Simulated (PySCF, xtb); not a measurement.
C₂H₆ClFSi, SMILES CC[Si@@H](F)Cl. One conformer was computed; it need not be the lowest.

Harmonic wavenumbers (cm⁻¹) from GFN2-xTB (xtb 6.7.1) at its own minimum, in rising order: 44, 129, 155, 192, 244, 358, 499, 620, 642, 719, 743, 816, 987, 1024, 1068, 1238, 1296, 1419, 1478, 1504, 1508, 2359, 2974, 2991, 3024, 3035, 3040.

Q: What does PBE0-D3(BJ)/def2-SVP (PySCF) give at its own minimum? (The exact figures need the calculation; the answer reports its results.)

A: 65, 143, 164, 244, 265, 410, 540, 658, 682, 820, 828, 910, 976, 985, 1066, 1244, 1268, 1393, 1420, 1475, 1478, 2288, 3053, 3060, 3109, 3155, 3158. Paired by order, the mean absolute difference is 50 cm⁻¹ and the zero-point energies are 48.8 and 49.8 kcal/mol.
